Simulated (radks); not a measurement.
Initial-state core-level shifts of the iodine ion I3+ when its valence configuration changes from [Kr] 4d10 5s2 5p2. Calculated with a radial shooting solver on a logarithmic mesh with Libxc functionals: scalar-relativistic Kohn-Sham, r2SCAN, spin-polarised, spherical densities, finite nucleus; open shells are filled with parallel spins first (spin-orbit coupling, left out, can overturn this in heavy ions); meta-GGA in the generalised Kohn-Sham scheme; Fermi nuclear charge, rms radius 4.75 fm. Shifts are changes of the shell-averaged eigenvalues in eV (positive: less bound); the change of the density at the nucleus, which sets a Mossbauer isomer shift, is in e/bohr^3, on a base of 2.569e+05.

valence                2s       3p       4s       4p  density at nucleus
4d9 5s2 5p3       -10.630  -10.127   -8.303   -7.923              +27.28
4d8 5s2 5p4       -21.756  -20.664  -16.746  -15.970              +53.90
4d10 5s1 5p3       -0.966   -1.006   -1.011   -1.002              -86.34
4d10 5s1.5 5p2.5   -0.528   -0.545   -0.541   -0.536              -42.52
4d10 5p4           -2.768   -2.811   -2.746   -2.717             -170.27
4d9.5 5p4.5        -8.140   -7.935   -6.967   -6.747             -163.10
4d8 5s1 5p5       -23.083  -22.008  -18.034  -17.242              -40.18
4d7 5s2 5p5       -33.023  -31.266  -24.995  -23.817              +83.65
4d9 5p5           -13.545  -13.074  -11.145  -10.731             -155.60
